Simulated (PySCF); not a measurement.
Bonds (- single, = double, # triple, : aromatic): C1#C2, C2-C3, C3:C4, C4:C5, C5:C6, C6:C7, C7:C8, C8-C9, C9=C10, C8:C3. C1 carries H11; C4 carries H12; C5 carries H13; C6 carries H14; C7 carries H15; C9 carries H16; C10 carries H17, H18. H17 is cis to C8; H18 is trans to C8.

Non-relativistic, one conformer, gas phase. PBE0-D3(BJ)/def2-SVP geometry; shielding tensors at PBE0/pcSseg-1 (GIAO); PySCF.

Question: List the cross peaks expected in HSQC, COSY and HMBC spectra.

Answer: 

HSQC (one-bond C–H):
```tsv
δH	δC
7.85 (H15)	128.0 (C7)
7.67 (H12)	140.9 (C4)
7.53 (H16)	142.6 (C9)
7.40 (H14)	133.9 (C6)
7.28 (H13)	132.7 (C5)
6.19 (H17)	121.2 (C10)
5.66 (H18)	121.2 (C10)
3.45 (H11)	92.4 (C1)
```

COSY cross peaks (H two or three bonds apart, from the bond graph; peaks can be absent where the dihedral angle is near 90°):
```tsv
δH	δH
7.85 (H15)	7.40 (H14)
7.67 (H12)	7.28 (H13)
7.53 (H16)	6.19 (H17)
7.53 (H16)	5.66 (H18)
7.40 (H14)	7.28 (H13)
6.19 (H17)	5.66 (H18)
```

HMBC (two and three bonds, from the bond graph):
```tsv
δH	δC
7.85 (H15)	144.7 (C8), 142.6 (C9), 133.9 (C6), 132.7 (C5), 125.8 (C3)
7.67 (H12)	144.7 (C8), 133.9 (C6), 132.7 (C5), 125.8 (C3), 85.1 (C2)
7.53 (H16)	144.7 (C8), 128.0 (C7), 125.8 (C3), 121.2 (C10)
7.40 (H14)	144.7 (C8), 140.9 (C4), 132.7 (C5), 128.0 (C7)
7.28 (H13)	140.9 (C4), 133.9 (C6), 128.0 (C7), 125.8 (C3)
6.19 (H17)	144.7 (C8), 142.6 (C9)
5.66 (H18)	144.7 (C8), 142.6 (C9)
3.45 (H11)	125.8 (C3), 85.1 (C2)
```

References, each an isolated molecule treated in the same way: ¹H (σref 31.27), ¹³C (σref 184.41) vs TMS.

Short H···H contacts in this conformer between protons four or more bonds apart (candidates for NOE cross peaks, intensity ∝ r⁻⁶): H15···H17 2.15 Å.

Shifts are as computed. Against solution values, carbons near 30 ppm lie about +2 ppm off and those near 130 ppm about +5 ppm. Of 1211 compounds with measured shifts, 218 miss one by over three times the rms of a fit or turn the order of signals round; such compounds aren't used in these exercises.
